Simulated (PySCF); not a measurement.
An equivalent PySCF input for He⁺ (helium, charge +1), 1s1, 2S determinant, with the non-relativistic Hamiltonian (point nucleus):

```python
from pyscf import gto, scf, dft, mp, cc
import basis_set_exchange as bse
mol = gto.M(atom="He 0 0 0", charge=1, spin=1, symmetry="D2h",
            basis=gto.basis.parse(bse.get_basis("aug-cc-pVTZ", elements=["He"], fmt="nwchem")))
mf = dft.UKS(mol, xc="WB97M_V")
mf.irrep_nelec = {'Ag': (1, 0)}
mf.kernel()
```

It reaches the same state as the run whose output follows, with an energy that differs only through the grid. The run itself started from symmetry-adapted Hartree-Fock orbitals and held the occupation by maximum overlap, on a logarithmic radial grid, so the iterations belong to that start.

```
SCF conv_tol = 1e-09
number electrons alpha = 1  beta = 0
XC functionals = WB97M_V
    N. Mardirossian and M. Head-Gordon.,  J. Chem. Phys. 144, 214110 (2016)
NLC functional = WB97M_V
cycle= 1 E= -1.98859992874969  delta_E= -0.000715  |g|= 0.00443  |ddm|= 0.0968
cycle= 2 E= -1.98861034343721  delta_E= -1.04e-05  |g|= 0.00055  |ddm|= 0.00831
cycle= 3 E= -1.98861053229141  delta_E= -1.89e-07  |g|= 1.37e-05  |ddm|= 0.00103
cycle= 4 E= -1.98861053242791  delta_E= -1.36e-10  |g|= 4.26e-07  |ddm|= 2.66e-05
converged SCF energy = -1.98861053242791  <S^2> = 0.75  2S+1 = 2
```

For one electron the Hartree and exchange-correlation energies should cancel; what remains is the self-interaction error.
